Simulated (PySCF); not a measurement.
How methods differ on the excitation energy of I²⁺

I²⁺ [Kr] 4d10 5s2 5p3 (4S) → I²⁺ [Kr] 4d10 5s1 5p4 (4P), as a difference of total energies. Calculation: PySCF 2.14, in aug-cc-pVQZ-DK3 (9s8p6d3f2g, 102 functions); scalar relativity by spin-free X2C-1e. Correlated levels: valence: [Kr] 4d10 frozen. The calculations carry no spin-orbit coupling.

| method | excitation energy (cm⁻¹) |
| --- | --- |
| UHF | 89676 |
| LDA | 93413 |
| PBE | 92200 |
| PBE0 | 91944 |
| r2SCAN | 90045 |
| wB97X | 93717 |
| MN15 | 91206 |
| M06-2X | 89912 |
| MP2 (valence) | 89064 |
| SCS-MP2 (valence) | 88940 |

A first-order spin-orbit estimate (lowest level to lowest level, LS coupling) adds -0.397 eV.
